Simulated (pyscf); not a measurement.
Optimised with ωB97X-D3(BJ)/def2-SVP in PySCF.

Task: What is the homolytic dissociation enthalpy (298 K, ωB97M-D3(BJ)/def2-TZVP) of the B–N bond of `[SiH3][N]([SiH3])[B]([Br])[Br]`, to H₃Si–N•–SiH₃ + [Br–B–Br]•?

Result: B–N to H₃Si–N•–SiH₃ + [Br–B–Br]•: 5.88 eV. The 7 functionals that were run give +5.37 (r²SCAN) to +5.97 eV (ωB97X-D3(BJ)/def2-TZVP). The radicals are drawn with the spin at the cut bond; how far it spreads was not checked. H₃Si–N•–SiH₃ lies 0.85 eV over its isomer •H₂Si–NH–SiH₃ (electronic energy, ωB97M-D3(BJ)/def2-TZVP). Elements up to Kr have no core potential and no relativistic terms here.
